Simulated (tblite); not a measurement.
Species: C6H9O2 (doublet state).
Numbering: `[CH3:1][CH:2]/[C:3]([CH3:4])=[CH:5]/[O:6][CH:7]=[O:8]` (hydrogens: H9, H10, H11 on C1; H12 on C2; H13, H14, H15 on C4; H16 on C5; H17 on C7)
Bond orders are those of one Lewis drawing.

Computed with GFN2-xTB (tblite), gas phase: L-BFGS steps from a force-field or distance-geometry start until the largest atomic force falls under 0.01 eV/Å.

Step 7: E = -693.8703 eV
```
atom  x, y, z in Å  |  force x, y, z in eV/Å
C1     -2.6045   -0.4437   -0.4942   -0.008   0.064   0.014
C2     -1.1959   -0.8474   -0.2606   -0.038  -0.111  -0.054
C3     -0.1569    0.0263   -0.0288    0.023  -0.031   0.027
C4     -0.4289    1.5019    0.0073    0.029   0.009  -0.005
C5      1.1203   -0.4777    0.1744   -0.043   0.021   0.003
O6      2.2092    0.3109    0.4118   -0.008   0.009   0.004
C7      3.3924   -0.2816    0.5914   -0.025  -0.005  -0.027
O8      3.6070   -1.4632    0.5619    0.005   0.079   0.015
H9     -2.6892    0.2155   -1.3581    0.031   0.038  -0.074
H10    -2.9950    0.1151    0.3555   -0.024   0.048   0.093
H11    -3.2423   -1.3075   -0.6580    0.044  -0.017   0.003
H12    -0.9860   -1.9024   -0.2856    0.074  -0.110   0.015
H13    -0.8494    1.8302   -0.9420    0.017  -0.005  -0.006
H14    -1.1553    1.7299    0.7863    0.030  -0.001   0.005
H15     0.4816    2.0568    0.1984    0.071   0.030   0.024
H16     1.3248   -1.5399    0.1601   -0.054  -0.006  -0.022
H17     4.1612    0.4889    0.7703   -0.120  -0.013  -0.016
```

Step 8: E = -693.8724 eV
```
atom  x, y, z in Å  |  force x, y, z in eV/Å
C1     -2.6048   -0.4412   -0.4939    0.028   0.027   0.013
C2     -1.1958   -0.8485   -0.2612   -0.024  -0.075  -0.038
C3     -0.1571    0.0261   -0.0280   -0.004  -0.048   0.008
C4     -0.4283    1.5020    0.0075    0.036  -0.018  -0.007
C5      1.1197   -0.4787    0.1741   -0.063  -0.003   0.002
O6      2.2068    0.3121    0.4118   -0.026  -0.039  -0.006
C7      3.3891   -0.2804    0.5905    0.010  -0.071  -0.015
O8      3.6064   -1.4624    0.5621   -0.022   0.140   0.010
H9     -2.6879    0.2185   -1.3595    0.026   0.003  -0.029
H10    -2.9945    0.1183    0.3578   -0.009   0.013   0.045
H11    -3.2383   -1.3089   -0.6575    0.024   0.025   0.005
H12    -0.9795   -1.9033   -0.2844    0.026  -0.077   0.006
H13    -0.8499    1.8293   -0.9422    0.035  -0.001   0.008
H14    -1.1556    1.7292    0.7860    0.044   0.010   0.007
H15     0.4855    2.0523    0.1988    0.038   0.046   0.019
H16     1.3220   -1.5429    0.1590   -0.044   0.056  -0.017
H17     4.1553    0.4905    0.7694   -0.076   0.011  -0.009
```

Step 9: E = -693.8737 eV
```
atom  x, y, z in Å  |  force x, y, z in eV/Å
C1     -2.6049   -0.4391   -0.4934    0.049   0.000   0.010
C2     -1.1957   -0.8505   -0.2624   -0.026  -0.058  -0.021
C3     -0.1578    0.0248   -0.0274   -0.022  -0.006  -0.007
C4     -0.4271    1.5020    0.0075    0.035  -0.040  -0.003
C5      1.1184   -0.4791    0.1740   -0.041  -0.031   0.005
O6      2.2050    0.3123    0.4117   -0.050  -0.047  -0.013
C7      3.3868   -0.2797    0.5896    0.004  -0.040  -0.004
O8      3.6060   -1.4606    0.5624   -0.020   0.077   0.003
H9     -2.6865    0.2202   -1.3611    0.024  -0.022   0.015
H10    -2.9945    0.1204    0.3602    0.013  -0.014  -0.004
H11    -3.2355   -1.3092   -0.6572    0.003   0.049   0.005
H12    -0.9754   -1.9060   -0.2836   -0.013  -0.030  -0.001
H13    -0.8494    1.8288   -0.9423    0.047   0.000   0.016
H14    -1.1547    1.7290    0.7860    0.052   0.014   0.005
H15     0.4884    2.0508    0.1995    0.008   0.034   0.010
H16     1.3194   -1.5438    0.1580   -0.032   0.068  -0.013
H17     4.1503    0.4916    0.7687   -0.034   0.044  -0.003
```

**Question.** Estimate the geometry and energy of step 10. (The exact step hangs on the optimiser's Hessian estimate; all steps are aligned on step 9, rigid shifts and turns removed.)

**Answer.** E = -693.8746 eV, largest force 0.062 eV/Å
```
atom  x, y, z in Å  |  force x, y, z in eV/Å
C1     -2.6042   -0.4377   -0.4930    0.038  -0.023   0.004
C2     -1.1961   -0.8531   -0.2636    0.009  -0.007   0.003
C3     -0.1586    0.0238   -0.0271   -0.035  -0.014  -0.018
C4     -0.4255    1.5013    0.0075    0.027  -0.026   0.004
C5      1.1169   -0.4796    0.1741   -0.033  -0.021   0.004
O6      2.2031    0.3118    0.4114   -0.048  -0.030  -0.013
C7      3.3853   -0.2792    0.5889   -0.014  -0.002   0.003
O8      3.6058   -1.4590    0.5627   -0.010   0.016  -0.002
H9     -2.6852    0.2209   -1.3620    0.023  -0.028   0.038
H10    -2.9943    0.1214    0.3618    0.031  -0.026  -0.032
H11    -3.2338   -1.3084   -0.6569   -0.015   0.053   0.003
H12    -0.9732   -1.9086   -0.2832   -0.034  -0.008  -0.006
H13    -0.8481    1.8286   -0.9421    0.050   0.000   0.017
H14    -1.1531    1.7292    0.7860    0.052   0.014   0.004
H15     0.4903    2.0509    0.2001   -0.010   0.010   0.002
H16     1.3173   -1.5432    0.1572   -0.020   0.030  -0.011
H17     4.1467    0.4930    0.7682   -0.011   0.061   0.000
```

The energy changes by -0.0009 eV. The first-order estimate −F·Δx gives -0.0012 eV and the mean of the old and new forces, exact on a quadratic surface, -0.0009 eV. The step makes an angle of 52° with the force vector and moves no atom by more than 0.004 Å.

The cost below is that of the whole relaxation. The run took 0.22 s on one thread, Arm Neoverse V2 (aarch64), no GPU (shared host).
